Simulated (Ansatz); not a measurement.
Relaxation of C3H9FO2Si (16 atoms, charge 0, multiplicity 1), to a largest force component of 0.02 eV/Å in at most 40 steps.

Level of theory: Ansatz, RKS B3LYP-D4/STO-3G.

```xyz
16
Properties=species:S:1:pos:R:3
Si 0.000 0.000 0.000
C 0.000 0.000 1.870
H -1.000 -0.309 2.240
H 0.768 -0.711 2.240
H 0.232 1.020 2.240
F 1.499 0.000 -0.529
O -0.791 1.371 -0.559
C -2.151 1.418 -0.965
H -2.769 0.822 -0.261
H -2.502 2.471 -0.964
H -2.247 0.998 -1.988
O -0.791 -1.371 -0.559
C -1.536 -2.268 0.250
H -1.225 -2.158 1.310
H -2.619 -2.040 0.157
H -1.349 -3.311 -0.083
```

Problem. Where does it end, and by what steps?

Solution. It converged. Limits of this set-up: minimal basis. After 16 steps the energy has fallen by 0.500 eV; H11 moved furthest, 0.96 Å.

```
step  energy less start (eV)  largest force component (eV/Å)  accepted
   0                  0.0000                           2.334       yes
   1                 -0.3180                           1.063       yes
   2                 -0.3874                           0.583       yes
   3                 -0.4299                           0.242       yes
   4                 -0.4581                           0.204       yes
   5                 -0.4704                           0.263       yes
   6                 -0.4823                           0.184       yes
   7                 -0.4883                           0.050       yes
   8                 -0.4901                           0.041       yes
   9                 -0.4920                           0.070       yes
  10                 -0.4920                           0.340       yes
  11                 -0.4959                           0.105       yes
  12                 -0.4967                           0.066       yes
  13                 -0.4986                           0.037       yes
  14                 -0.4995                           0.069       yes
  15                 -0.4998                           0.046       yes
  16                 -0.5000                           0.011       yes
```

```xyz
16
Properties=species:S:1:pos:R:3
Si 0.044 0.011 -0.018
C -0.174 0.069 1.850
H -1.233 0.045 2.134
H 0.323 -0.778 2.339
H 0.259 0.992 2.256
F 1.612 0.140 -0.438
O -0.671 1.358 -0.802
C -2.130 1.295 -0.789
H -2.567 1.318 0.236
H -2.508 2.187 -1.327
H -2.538 0.396 -1.305
O -0.511 -1.440 -0.742
C -1.407 -2.234 0.092
H -0.943 -2.581 1.043
H -2.353 -1.710 0.360
H -1.684 -3.137 -0.489
```

Whether the end is a true minimum wasn't checked by a vibrational analysis.

Run time: 75 s on 1 thread of Arm Neoverse V2, with other jobs on the host, peak memory 0.16 GiB.
